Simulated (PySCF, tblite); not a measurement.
Isomers of C4H6ClSi (doublet state), one GFN2-xTB conformer each. Single-point energies are computed at B3LYP/pcH-1 (PySCF, gas phase, no added dispersion term), electronic only. GFN2-xTB treats the open shell by occupation alone, and not every SCF solution was tested for stability.

Task: Rank them by B3LYP/pcH-1 energy, lowest first (kJ/mol).
A. `[CH2:1]=[CH:2]/[C:3]([Cl:4])=[CH:5]\[SiH2:6]` (doublet state) with C1–C2–C3–Cl4 0°
B. `[CH2:1]=[CH:2]/[C:3]([Cl:4])=[C:5]/[SiH3:6]` (doublet state) with C1–C2–C3–Cl4 0°
C. `[H]/[C:1]=[CH:2]/[C:3]([Cl:4])=[CH:5]\[SiH3:6]` (doublet state) with C1–C2–C3–Cl4 180°
D. `C=[C]/C(Cl)=C\[SiH3]` [radical]

Result: A (0.0), D (46.6), B (53.5), C (155.8).

Neighbours under 21 kJ/mol apart (C=[C]/C(Cl)=C\[SiH3] and C=C/C(Cl)=[C]/[SiH3]) can change places with a better method, another conformer or zero-point energy. GFN2-xTB itself gives, in the same order: 0.0, 55.8, 86.0, 100.5. Both levels put the same isomer lowest; measured from each level's own lowest isomer, the values differ by up to 55.3 kJ/mol ([H]/[C]=C/C(Cl)=C\[SiH3]: 100.5 against 155.8).

Task: What happens when harmonic zero-point energies from GFN2-xTB frequencies are added?

Result: 
| SMILES | ZPE (kJ/mol) | electronic (kJ/mol) | with ZPE (kJ/mol) |
| --- | --- | --- | --- |
| C=C/C(Cl)=C\[SiH2] | 206.6 | 0.0 | 0.0 |
| C=[C]/C(Cl)=C\[SiH3] | 193.6 | 46.6 | 33.7 |
| C=C/C(Cl)=[C]/[SiH3] | 197.4 | 53.5 | 44.2 |
| [H]/[C]=C/C(Cl)=C\[SiH3] | 196.2 | 155.8 | 145.4 |

The zero-point energies span 13.0 kJ/mol. The order is unchanged.
